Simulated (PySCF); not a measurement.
Delta-SCF ions had no search for a lower state. Excitations are Tamm–Dancoff values on a coarser integration grid. The basis has no diffuse functions, so Rydberg states are missing or too high.

# BCl₂I, SMILES `ClB(I)Cl` (charge 0, multiplicity 1)

Method: PySCF 2.14.0 with CAM-B3LYP-D3(BJ)/def2-TZVP.

```json
{
  "HOMO": "-9.14 eV",
  "dipole_moment": "0.06 D",
  "HOMO–LUMO gap": "8.31 eV",
  "LUMO": "-0.84 eV",
  "S1 excitation (TDA)": "4.76 eV",
  "S1 oscillator strength": "0.000",
  "brightest of the four lowest singlets (TDA)": "5.61 eV",
  "T1 excitation (TDA)": "4.62 eV",
  "S1–T1 gap (TDA)": "0.14 eV",
  "vertical ionisation energy (Delta-SCF)": "10.16 eV",
  "total_energy": "-1243.1163 Ha",
  "cost": "roughly 60 core-seconds"
}
```

Bond lengths (Å): Cl1–B2 1.735, B2–Cl3 1.735, B2–I4 2.120. Angles (°): Cl1–B2–Cl3 119.9, Cl1–B2–I4 120.1, Cl3–B2–I4 120.1.
Charge 0, spin multiplicity 1.
